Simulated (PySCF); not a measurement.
Energy of Co⁺ (cobalt, charge +1) between two integer charges

The 3d beta orbital of [Ar] 3d8 is emptied in steps (occupation f), with all orbitals relaxed, ending at [Ar] 3d7. All numbers are calculated (PySCF 2.14, the non-relativistic Hamiltonian (point nucleus), in def2-SVP). The exact energy is a straight line in f; departures are measured from the line between the end points of the same method.

```tsv
f	TPSS (eV)
1	0.000
0.8	-1.205
0.6	-1.815
0.4	-1.823
0.2	-1.220
0	0.000
```

```csv
method,E(f=0) − E(f=1) (eV),−ε at f=1 (eV),−ε at f=0.4 (eV)
TPSS,17.103,9.602,18.583
```

Orbital energy along the path (eV):

| f | TPSS |
| --- | --- |
| 1 | -9.602 |
| 0.8 | -12.559 |
| 0.6 | -15.552 |
| 0.4 | -18.583 |
| 0.2 | -21.654 |
| 0 | -24.760 |

Reference removal energy between the ground levels: 17.084 eV (measured; NIST Atomic Spectra Database, ionization energies). The calculation has no spin-orbit coupling. The determinant left behind need not be the lowest term of the ion.
